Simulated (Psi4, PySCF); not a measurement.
hydrogen selenide (H2Se), singlet, geometry from GFN2-xTB, atoms displaced at random by about 0.08 Å a coordinate. Base run: R2SCAN/STO-3G, gradient (PySCF).

PySCF was given this input:
```python
from pyscf import gto, scf, dft

mol = gto.M(
    atom='''
Se    0.166624   -0.035640   -0.039400
H    -0.995251   -1.088144   -0.047584
H     1.092085   -0.946874   -0.049890
''',
    basis='sto-3g',
    charge=0,
    spin=0,
    verbose=4,
)

mf = dft.RKS(mol)
mf.xc = 'r2scan'
mf.kernel()
g = mf.nuc_grad_method()
grad = g.kernel()
```

Programs used: Psi4, PySCF; a row that names a program was run with it.

The coordinate followed is y of atom 1.

Each row names what was changed in the base input (with any setting that the change needs).

| change | dE/dx (Eh/bohr) | net force (Eh/bohr) |
|---|---|---|
| base | -0.056041 | 0.000847 |
| conv_tol = 1e-6 | -0.056041 | 0.000847 |
| finite difference step (bohr) = 0.01; conv_tol = 1e-11 | -0.055859 | - |
| grids.level = 5; grid_response = off | -0.055770 | 0.000166 |
| grids.level = 1; grid_response = on | -0.056013 | 0.000000 |
| grids.level = 5; grid_response = on | -0.055896 | 0.000000 |
| finite difference step (bohr) = 1e-4; conv_tol = 1e-11 | -0.055855 | - |
| grids.level = 0; grid_response = off | [?] | 0.033918 |
| conv_tol = 1e-11 | -0.056041 | 0.000847 |
| conv_tol = 1e-4 | -0.056052 | 0.000847 |
| code = psi4 | [?] | 0.006166 |
| finite difference step (bohr) = 1e-5; conv_tol = 1e-11 | -0.055856 | - |

### Question
What belongs in the gaps?

### Answer

- grids.level = 0; grid_response = off, dE/dx (Eh/bohr): -0.088466
- code = psi4, dE/dx (Eh/bohr): -0.051013

The net force is zero for an exact gradient.
